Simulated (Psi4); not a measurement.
Two rigid molecules brought together: H3ClSi ··· H3ClSi (SMILES [SiH3]Cl and [SiH3]Cl), singlet. Monomers: optimised at B3LYP-D3(BJ) (def2-TZVP), held rigid. Orientation: lowest of the rigid-body minima from ten starts at GFN2-xTB. The monomers approach along the line of their centres of mass (distance R); nothing else relaxes.

- SCS-MP2/aug-cc-pVDZ = DF-SCS-MP2/aug-cc-pVDZ, frozen core, counterpoise-corrected run with Psi4
- B3LYP-D3(BJ)/def2-TZVP, counterpoise-corrected (Psi4)
- SAPT0/jun-cc-pVDZ, frozen core (Psi4)

Interaction energies in kJ/mol:

```tsv
R / Å	SCS-MP2/aug-cc-pVDZ	B3LYP-D3(BJ)/def2-TZVP
3.07	26.16	10.35
3.27	7.54	-4.34
3.44	-0.58	-10.03
3.64	-5.02	-12.22
3.85	-6.50	-11.81
4.04	-6.48	-10.42
4.38	-5.29	-7.50
4.61	-4.35	-5.81
5.16	-2.59	-3.17
5.87	-1.37	-1.62
6.86	-0.65	-0.75
8.12	-0.31	-0.33
```

Task: Estimate the SAPT0/jun-cc-pVDZ values at these points.

Result: 3.07: 21.68; 3.27: 5.09; 3.44: -2.03; 3.64: -5.78; 3.85: -6.86; 4.04: -6.65; 4.38: -5.35; 4.61: -4.41; 5.16: -2.72; 5.87: -1.53; 6.86: -0.79; 8.12: -0.41 (kJ/mol).
